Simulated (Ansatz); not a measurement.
Computed with Ansatz on PBE0-D4/def2-TZVP structures; ΔE is electronic, products minus reactants. CCSD(T)/CBS is the MP2 limit (def2-TZVPP, def2-QZVPP) plus CCSD(T) − MP2 in def2-TZVPP, frozen cores. This one scheme is used for every species. DFT in def2-TZVPP. B3LYP here is the variant with VWN-RPA as its local correlation; programs differ in this. HSE06 is defined as in plane-wave codes. For Se outer-core shells are correlated without core-valence functions, which leaves a few kJ/mol of doubt a bond. Scalar relativity is left out up to krypton. Each species was taken in one conformer, which may not be the lowest.

Consider the hydrogenolysis of the Se–C bond: `C[Se]C[SiH3]` + H₂ → `C[SeH]` + `C[SiH3]`.

`C[Se]C[SiH3]`:

```xyz
12

C     0.657    2.094   -1.040
Se   -0.726    0.739   -0.894
C     0.184   -0.423    0.373
Si   -0.877   -1.911    0.805
H     0.290    2.846   -1.739
H     1.575    1.656   -1.429
H     0.835    2.558   -0.071
H     0.404    0.144    1.281
H     1.126   -0.761   -0.066
H    -0.137   -2.772    1.766
H    -1.182   -2.699   -0.416
H    -2.150   -1.471    1.431
```

H₂:

Cartesian coordinates in Å:
```
H 0.167 0.060 0.328
H -0.167 -0.060 -0.328
```

`C[SeH]`:

```xyz
6

C     0.246   -0.480   -0.084
Se   -0.839    1.060   -0.582
H     1.256   -0.169    0.173
H     0.280   -1.120   -0.964
H    -0.214   -1.023    0.738
H    -0.729    1.732    0.719
```

`C[SiH3]`:

Z-matrix (Å, degrees):
```
C
Si 1 1.871
H 1 1.092 2 110.8
H 1 1.092 2 110.8 3 -120.0
H 1 1.092 2 110.8 3 120.0
H 2 1.488 1 110.7 3 -179.9
H 2 1.488 1 110.7 3 -59.9
H 2 1.488 1 110.7 3 60.1
```

CCSD(T)/CBS gives -14.6 kcal/mol.

Q: Another level gave -15.8 kcal/mol. Which?
A. PBE-D4/def2-TZVPP
B. HSE06-D4/def2-TZVPP
C. B3LYP/def2-TZVPP
D. CAM-B3LYP-D4/def2-TZVPP

A: B. HSE06-D4 -15.8, PBE-D4 -14.6, B3LYP -19.0, CAM-B3LYP-D4 -17.3 kcal/mol.

Largest T1 diagnostic among the species: 0.010.

From BLYP to BHLYP (50 % exact exchange), in def2-TZVPP and without D4, ΔE moves by −1.5 kcal/mol. At CCSD(T), def2-SVP lies −4.5 kcal/mol from the extrapolated value and def2-TZVPP −0.6 kcal/mol. The D4 term adds +3.2 kcal/mol with B3LYP and +1.8 kcal/mol with PBE0; it sums over pairs of atoms, weighted by their polarisabilities, and B3LYP, whose exchange is more repulsive, gets the larger term.

CCSD(T)/CBS has its own doubt, a few kJ/mol and more with outer-core shells, so smaller differences from it don't rank the levels.
